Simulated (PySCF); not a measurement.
Basis-set dependence of population analyses: `C/C=C(\Cl)O[SiH3]`

C3H7ClOSi.
Numbering: `[CH3:1]/[CH:2]=[C:3](\[Cl:4])[O:5][SiH3:6]` (hydrogens: H7, H8, H9 on C1; H10 on C2; H11, H12, H13 on Si6)

PBE0 throughout (PySCF), one geometry, spherical d and f functions. Geometry: PBE0-D3(BJ)/def2-SVP, one conformer, isolated molecule. Atoms taken as equivalent share a column and are averaged. The first 7 of 9 kinds of atom are listed.

Mulliken charges (e):

| basis | functions | C1 | C2 | C3 | Cl4 | O5 | Si6 | H7/H8/H9 |
| --- | --- | --- | --- | --- | --- | --- | --- | --- |
| STO-3G | 45 | -0.238 | -0.117 | +0.108 | -0.158 | -0.326 | +0.681 | +0.088 |
| 6-31G | 76 | -0.558 | -0.115 | +0.035 | +0.112 | -0.733 | +0.821 | +0.186 |
| pcSseg-0 | 76 | -0.687 | -0.229 | +0.128 | +0.046 | -0.801 | +0.755 | +0.248 |
| 6-31G* | 106 | -0.580 | -0.176 | +0.188 | -0.017 | -0.572 | +0.582 | +0.194 |
| cc-pVDZ | 127 | -0.032 | -0.111 | +0.104 | -0.088 | -0.376 | +0.426 | +0.059 |
| def2-SVP | 127 | -0.019 | -0.150 | +0.172 | -0.119 | -0.419 | +0.547 | +0.054 |
| aug-cc-pVDZ | 209 | +0.238 | +0.923 | +0.252 | -0.297 | -0.920 | -0.215 | -0.046 |
| 6-311+G(2d,p) | 220 | -0.750 | -0.272 | +0.438 | +0.066 | -0.551 | +0.620 | +0.158 |
| def2-TZVP | 240 | -0.325 | -0.188 | +0.190 | -0.115 | -0.309 | +0.270 | +0.130 |
| cc-pVTZ | 286 | -0.265 | -0.183 | +0.195 | -0.128 | -0.269 | +0.256 | +0.104 |
| IGLO-III | 298 | -0.354 | -0.161 | +0.153 | -0.025 | -0.466 | +0.903 | +0.115 |
| pcSseg-2 | 328 | +0.021 | -0.149 | +0.267 | -0.154 | -0.509 | +0.731 | +0.031 |

IAO charges (e):

```json
{"basis": "STO-3G", "functions": "45", "C1": "-0.398", "C2": "-0.205", "C3": "+0.063", "Cl4": "-0.071", "O5": "-0.386", "Si6": "+0.772", "H7/H8/H9": "+0.141"}
{"basis": "6-31G", "functions": "76", "C1": "-0.438", "C2": "-0.197", "C3": "+0.145", "Cl4": "-0.064", "O5": "-0.517", "Si6": "+0.672", "H7/H8/H9": "+0.157"}
{"basis": "pcSseg-0", "functions": "76", "C1": "-0.432", "C2": "-0.207", "C3": "+0.142", "Cl4": "-0.062", "O5": "-0.510", "Si6": "+0.669", "H7/H8/H9": "+0.155"}
{"basis": "6-31G*", "functions": "106", "C1": "-0.416", "C2": "-0.207", "C3": "+0.175", "Cl4": "-0.057", "O5": "-0.555", "Si6": "+0.811", "H7/H8/H9": "+0.150"}
{"basis": "cc-pVDZ", "functions": "127", "C1": "-0.415", "C2": "-0.215", "C3": "+0.179", "Cl4": "-0.056", "O5": "-0.550", "Si6": "+0.801", "H7/H8/H9": "+0.149"}
{"basis": "def2-SVP", "functions": "127", "C1": "-0.406", "C2": "-0.211", "C3": "+0.174", "Cl4": "-0.050", "O5": "-0.549", "Si6": "+0.819", "H7/H8/H9": "+0.146"}
{"basis": "aug-cc-pVDZ", "functions": "209", "C1": "-0.425", "C2": "-0.220", "C3": "+0.182", "Cl4": "-0.056", "O5": "-0.561", "Si6": "+0.805", "H7/H8/H9": "+0.153"}
{"basis": "6-311+G(2d,p)", "functions": "220", "C1": "-0.427", "C2": "-0.218", "C3": "+0.177", "Cl4": "-0.051", "O5": "-0.570", "Si6": "+0.838", "H7/H8/H9": "+0.154"}
{"basis": "def2-TZVP", "functions": "240", "C1": "-0.427", "C2": "-0.219", "C3": "+0.180", "Cl4": "-0.049", "O5": "-0.572", "Si6": "+0.850", "H7/H8/H9": "+0.154"}
{"basis": "cc-pVTZ", "functions": "286", "C1": "-0.428", "C2": "-0.220", "C3": "+0.182", "Cl4": "-0.052", "O5": "-0.568", "Si6": "+0.835", "H7/H8/H9": "+0.154"}
{"basis": "IGLO-III", "functions": "298", "C1": "-0.428", "C2": "-0.221", "C3": "+0.178", "Cl4": "-0.046", "O5": "-0.572", "Si6": "+0.847", "H7/H8/H9": "+0.154"}
{"basis": "pcSseg-2", "functions": "328", "C1": "-0.427", "C2": "-0.217", "C3": "+0.178", "Cl4": "-0.051", "O5": "-0.571", "Si6": "+0.847", "H7/H8/H9": "+0.154"}
```

Some averages cover members that differ in this geometry, most widely: H7/H8/H9, Mulliken in aug-cc-pVDZ -0.132 to -0.002; H7/H8/H9, Mulliken in IGLO-III +0.096 to +0.124; H7/H8/H9, Mulliken in pcSseg-2 +0.013 to +0.040 e.

Task: Which scheme is steadiest as the basis changes?

Result: Largest range over the bases for any column: IAO 0.19 e, Mulliken 1.19 e. IAO charges move least and Mulliken charges most, counted in e. Without the minimal STO-3G basis the ranges are IAO 0.18, Mulliken 1.19 e.

Task: How much do the charges still move between the two largest bases, IGLO-III and pcSseg-2?

Result: At most, over all atoms: Mulliken 0.375 e, IAO 0.005 e.

Task: What do the same runs give for the total energy, the frontier levels and the dipole moment?

Result: 
```tsv
basis	energy (Eh)	HOMO (eV)	LUMO (eV)	μ (D)
STO-3G	-932.1639	-3.89	3.93	1.77
6-31G	-942.7907	-6.32	0.32	0.58
pcSseg-0	-941.6234	-6.59	0.41	0.54
6-31G*	-942.9065	-6.36	0.38	0.45
cc-pVDZ	-942.9607	-6.42	0.44	0.38
def2-SVP	-942.5749	-6.48	0.55	0.25
aug-cc-pVDZ	-942.9768	-6.54	-0.17	0.40
6-311+G(2d,p)	-943.0317	-6.57	-0.16	0.35
def2-TZVP	-943.0534	-6.55	0.09	0.33
cc-pVTZ	-943.0546	-6.54	0.20	0.37
IGLO-III	-943.0523	-6.53	0.23	0.23
pcSseg-2	-943.0681	-6.58	-0.06	0.36
```

The dipole is fixed by the density alone, so its range of 1.54 D shows that the density itself changes with the basis, not only its division among atoms.
